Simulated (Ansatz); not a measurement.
System: TiOF (charge 0, doublet). SMILES: [O]=[Ti][F]
Geometry: optimised at B3LYP-D3(BJ)/def2-TZVP (Ansatz, an electronic-structure program).

Property: size of the dipole moment, in D. Set-up: open shells spin-unrestricted; no spin-orbit coupling; non-relativistic; LANL2DZ with its own core potentials from Na on; 6-31G* and kin with 6d, 5d where marked; no dispersion term unless named. First-principles rows: single points at B3LYP-D3(BJ) geometries (Ansatz).

```json
[
 {"level": "SVWN5/6-31G* with LANL2DZ past Ar", "program": "Ansatz", "size of the dipole moment (D)": "4.34"},
 {"level": "PBE/3-21G", "program": "Ansatz", "size of the dipole moment (D)": "2.69"},
 {"level": "PBE/def2-SVP", "program": "Ansatz", "size of the dipole moment (D)": "4.37"},
 {"level": "B3LYP/3-21G", "program": "Ansatz", "size of the dipole moment (D)": "3.56"},
 {"level": "B3LYP/def2-SVP", "program": "Ansatz", "size of the dipole moment (D)": "5.28"},
 {"level": "B3LYP/6-31G* with LANL2DZ past Ar", "program": "Ansatz", "size of the dipole moment (D)": "5.33"},
 {"level": "PBE0/6-31G* with LANL2DZ past Ar", "program": "Ansatz", "size of the dipole moment (D)": "5.45"}
]
```

No value to compare with is used here. The 7 habitual levels span 2.69 (PBE/3-21G) to 5.45 D (PBE0/6-31G* with LANL2DZ past Ar).

The levels are drawn from those run, B3LYP/6-31G* more often than the rest, none by its result; left out are runs that failed, that the program found above a lower state of the same kind, or whose <S^2> lies over 0.5 above the pure value.
